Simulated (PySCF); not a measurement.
A structure optimised at PBE0-D3(BJ)/def2-TZVP, used in a PySCF frequency run:

```xyz
3

Ca     0.0000     0.0000     0.8088
O      0.0000    -0.7424    -1.0109
O      0.0000     0.7424    -1.0109
```

### Question
Write its SMILES, formula and point group.

### Answer
[O]1[O][Ca]1, CaO₂, C2v

### Question
What are its rotational constants (standard atomic weights)?

### Answer
28.658, 8.5779, 6.6018 GHz
